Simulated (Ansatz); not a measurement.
`Cl[SiH2]Br` + PH₃ → `P[SiH2]Cl` + HBr at 700 K and 1 bar (ligand exchange at the Si–Br bond).

Computed with Ansatz on PBE0-D4/def2-TZVP structures; ΔE is electronic, products minus reactants. CBS: MP2 limit from def2 TZ/QZ plus the TZ coupled-cluster correction, frozen cores. This one scheme is used for every species. For Br outer-core shells are correlated without core-valence functions, which leaves a few kJ/mol of doubt a bond. Scalar relativity is left out up to krypton. One conformer a species, not always the lowest.

```csv
species,CCSD(T)/CBS energy (Eh),H − E (kJ/mol),S (J/(mol·K))
`Cl[SiH2]Br`,-3323.46904,97.6,369.7
PH₃,-342.72256,91.5,248.3
`P[SiH2]Cl`,-1092.24436,153.5,399.5
HBr,-2573.91920,36.5,223.7
```

H − E and S are ideal-gas, rigid-rotor, harmonic terms from PBE0-D4/def2-TZVP, for one conformer and one mirror image of each species. 1 Eh = 2625.50 kJ/mol, R = 8.31446 J/(mol·K).

Q: By hand: ΔE, ΔH, ΔS and ΔG.

A: ΔE = (-1092.24436) + (-2573.91920) − (-3323.46904) − (-342.72256) = 0.02804 Eh = 73.6 kJ/mol. Δ(H − E) = 153.5 + 36.5 − 97.6 − 91.5 = 0.9, so ΔH = 74.5 kJ/mol. ΔS = 399.5 + 223.7 − 369.7 − 248.3 = 5.2 J/(mol·K). ΔG = 74.5 − 700 × (5.2)/1000 = 70.9 kJ/mol.

Q: By hand: the equilibrium constant, and the temperature at which ΔG would vanish if ΔH and ΔS stayed fixed.

A: log₁₀ K = −ΔG/(RT ln 10) = -5.3. ΔG = 0 at ΔH/ΔS = 14327 K, far beyond where these terms or the molecules hold.

The number of gas molecules stays the same, so ΔS is small and ΔH decides. A doubt of 5 kJ/mol in ΔE shifts log₁₀ K by 0.4 here. Other conformers and mirror images would add mixing entropy, several J/(mol·K) or more a flexible species. These are equilibria of isolated gas molecules and say nothing of rates. Largest T1 diagnostic: 0.013 (customary marks: 0.02 for closed shells, 0.045 for open ones).
